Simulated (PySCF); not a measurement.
**Computed properties of CH11NOSi3, SMILES O[SiH2]C[SiH2]N[SiH3]**

CH11NOSi3, SMILES O[SiH2]C[SiH2]N[SiH3]. Coordinates come from a TPSSh-D3(BJ)/def2-SVP optimisation. The structure was generated by enumeration, and PubChem lists no compound with its InChIKey, so it may never have been made. Other conformers were not sampled. All values are computed for the isolated molecule unless a solvent is named; none is compared with measurement here.

**Structure.** All 45 harmonic modes at TPSSh-D3(BJ)/def2-SVP (PySCF) are real, so it is a minimum. With heavy atoms numbered as in [OH:1][SiH2:2][CH2:3][SiH2:4][NH:5][SiH3:6], the shortest bond between them is O1–Si2 at 1.670 Å and the longest Si2–C3 at 1.892 Å.

**Vibrations.** The strongest infrared lines (harmonic, unscaled, degenerate partners summed) lie at 3558 cm⁻¹ (423 km/mol, H 94 %), 847 cm⁻¹ (296 km/mol, H 72 %, Si 16 %, N 10 %), 898 cm⁻¹ (247 km/mol, N 42 %, H 30 %, Si 23 %). The softest mode is at 51 cm⁻¹ and the zero-point energy is 74.7 kcal/mol.

**Electronic structure.** M06-2X/def2-TZVP (PySCF) places the frontier levels at -9.03 and 0.53 eV, a gap of 9.56 eV, and gives a dipole moment of 2.42 D. PBE/def2-TZVP (PySCF) at the same geometry gives -6.48 and -1.06 eV, so its gap is 4.14 eV narrower. An orbital gap is neither the optical nor the fundamental gap.

**Excitations.** TDA-CAM-B3LYP/def2-SVPD (PySCF) has S1 at 6.47 eV (192 nm, f = 0.004, weak); the most intense of the 6 singlets computed lies at 7.69 eV (f = 0.04). T1 (TDA) is at 6.12 eV, 0.35 eV under S1. TDA-PBE/def2-SVPD (PySCF) puts S1 at 5.51 eV. No vertical singlet excitation falls in the visible range (under 3.1 eV).

**NMR.** GIAO shifts at HF/pcSseg-1 (PySCF) (non-relativistic, atoms alike by connectivity averaged): ¹³C at -3.7 ppm against TMS; ¹H from 0.0 to 4.9 ppm against TMS; ²⁹Si from -50.7 to -19.3 ppm against TMS.

**Solvation.** SMD-ωB97X/6-31G* (PySCF) gives -2.2 kcal/mol in water, -4.2 kcal/mol in tetrahydrofuran, -4.8 kcal/mol in dichloromethane (1 M in both phases, gas-phase geometry); of these solvents dichloromethane holds the molecule best.
